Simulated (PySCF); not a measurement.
HSSi, SMILES [Si]=[SH+] (connectivity only; charge and spin as stated), charge +1, multiplicity 1.

The structure is a stationary point at PBE0-D3(BJ)/def2-TZVP. The isomer is the one that the SMILES or the coordinates give; other isomers of the formula were not compared.

Calculation: PySCF with PBE/def2-TZVPD.

Symmetry labels are those of the subgroup Cs that the program uses (full group Cs).

Computed valence orbital energies around the gap with their symmetry:
```
orbital  symmetry  energy (eV)
-------  --------  -----------
HOMO−7         A'      -103.23
HOMO−6         A"      -103.14
HOMO−5         A'      -102.95
HOMO−4         A'       -25.52
HOMO−3         A'       -18.41
HOMO−2         A'       -16.77
HOMO−1         A"       -13.87
HOMO           A'       -13.71
LUMO           A'       -10.45
LUMO+1         A"        -9.77
LUMO+2         A'        -6.88
LUMO+3         A'        -6.23
```
